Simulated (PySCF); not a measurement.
## Where the electron goes

(F)3Hf-NH-SiH3 (singlet state).
Cartesian coordinates in Å at the PBE0-D3(BJ)/def2-SVP level; atoms count from 1:
```xyz
10
F3H4HfNSi angstrom
Hf     1.0452    0.4055    1.2629
F      1.6466    2.1358    1.8043
F      0.0741   -0.4731    2.6576
F      2.4881   -0.7355    0.7374
N     -0.1720    0.6772   -0.3395
Si    -0.9911   -0.6201   -1.1831
H     -0.3280    1.6087   -0.7268
H     -0.5867   -1.8672   -0.4606
H     -2.4786   -0.4846   -1.1335
H     -0.5730   -0.7233   -2.6143
```

The calculation used TDDFT CAM-B3LYP/def2-SVPD, vertical, gas phase, core orbitals frozen in the response, def2 core potentials past Kr in PySCF 2.14.0, density-fitted response routines. Spin–orbit coupling is left out.

Kohn–Sham orbitals with the atoms that hold most of them (Löwdin shares over 4%, at most four atoms; ? is withheld):

```csv
orbital,ε (eV),atoms
HOMO-3,-12.25,"N5 43%, Si6 23%, H8 14%, Hf1 9%"
HOMO-2,-11.97,"Si6 36%, H9 19%, H10 18%, N5 18%"
HOMO-1,-11.21,"Si6 32%, H8 23%, N5 17%, H10 10%"
HOMO,-9.64,?
LUMO,?,?
LUMO+1,0.39,"Hf1 63%, N5 10%, F2 8%, Si6 5%"
LUMO+2,0.80,"Hf1 68%, F2 10%, F4 7%, F3 6%"
```

Question: Give the leading atoms of the LUMO.

Answer: Hf1 (bonded to 3 F and N) 53%; Si6 (bonded to N and 3 H) 11%; N5 (bonded to Hf, Si and H) 6%; H7 (bonded to N) 6%.

Question: Give the leading atoms of the HOMO.

Answer: N5 (bonded to Hf, Si and H) 54%; Si6 (bonded to N and 3 H) 15%; Hf1 (bonded to 3 F and N) 8%; H9 (bonded to Si) 8%.

Question: What is the LUMO energy, and the HOMO–LUMO gap?

Answer: ε(LUMO) = -0.12 eV; the gap is 9.52 eV (0.3497 hartree).

Question: How does S1 compare with the orbital gap of 9.52 eV?

Answer: S1 is at 6.09 eV (f = 0.0012), 3.43 eV below the gap, made of HOMO→LUMO+1 (54%), HOMO→LUMO (40%). Its leading pair isn't HOMO and LUMO; the energies of that pair differ by 10.03 eV. 

For S1 the Löwdin share of hafnium is 8% in HOMO and 63% in LUMO+1 (ligand-to-metal charge transfer by this measure).

Next come S2 at 6.43 eV (f 0.016), HOMO→LUMO (47%), HOMO→LUMO+1 (39%); S3 at 7.10 eV (f 0.055), HOMO→LUMO+2 (91%); S4 at 7.25 eV (f 0.0059), HOMO→LUMO+4 (69%), HOMO→LUMO+3 (17%); S5 at 7.57 eV (f 0.0051), HOMO→LUMO+8 (26%), HOMO→LUMO+3 (21%), HOMO→LUMO+4 (12%).
